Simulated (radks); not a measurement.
Values are calculated unless marked as measured or tabulated.
Valence configurations of Dy+ (all share [Xe]). Level of theory: Dirac Kohn-Sham, PBE, spin-unpolarised, spherical densities, point nucleus; open shells are shared between the two j in proportion to 2j + 1 (a radial shooting solver on a logarithmic mesh with Libxc functionals). Order these by energy: 4f9 6s1 6p1; 4f10 5d0.5 6s0.5; 4f10 5d1; 4f9 6s2; 4f9.5 6s0.5 6p1; 4f11; 4f10 6s0.5 6p0.5; 4f9 5d1 6s1; 4f10 6s1; 4f10 6p1.

Answer. From the lowest, in eV above it: 4f10 6s1 0.000; 4f10 5d0.5 6s0.5 1.032; 4f10 6s0.5 6p0.5 1.708; 4f11 1.802; 4f10 5d1 2.144; 4f10 6p1 3.431; 4f9 6s2 3.911; 4f9.5 6s0.5 6p1 4.830; 4f9 5d1 6s1 4.913; 4f9 6s1 6p1 7.938. NIST lists [Xe] 4f10 6s1 as the ground configuration; this level of theory agrees among the configurations tried. The energies are those of spherical spin-averaged densities, not of single terms.
